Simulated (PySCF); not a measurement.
C2H8BNO, SMILES B(OCC)N.

Geometry: B3LYP-D3(BJ)/def2-SVP. The structure was generated by enumeration, and PubChem lists no compound with its InChIKey, so it may never have been made. One conformer was computed; it need not be the lowest.

Two levels are set side by side: TDA-PBE/def2-SVPD (PySCF) and TDA-B3LYP/def2-SVPD (PySCF). Vertical, same geometry. The lowest singlet is HOMO→LUMO 99 % with PBE and HOMO→LUMO 96 % with the other functional; states are paired by order. Differences are taken from unrounded values.

```tsv
quantity	TDA-PBE
lowest singlet excitation (eV)	6.16
lowest triplet excitation (TDA) (eV)	5.93
first bright state (f over 0.05) (eV)	7.54
its oscillator strength	0.21
```

These are the TDA-PBE values. What does TDA-B3LYP give? (The exact figures need the calculation; the answer reports its results.)


```
quantity                               TDA-B3LYP  TDA-PBE minus TDA-B3LYP
-------------------------------------  ---------  -----------------------
lowest singlet excitation (eV)              6.63                    -0.47
lowest triplet excitation (TDA) (eV)        6.32                    -0.39
first bright state (f over 0.05) (eV)       7.58                    -0.05
its oscillator strength                     0.12                     0.09
```

Functionals without exact exchange tend to place singlet excitations lower, as here. Differences between two approximate levels are no errors against the true value.

Rough cost on one machine, each run with all the roots and properties that it gave: TDA-B3LYP against TDA-PBE about 2 times.
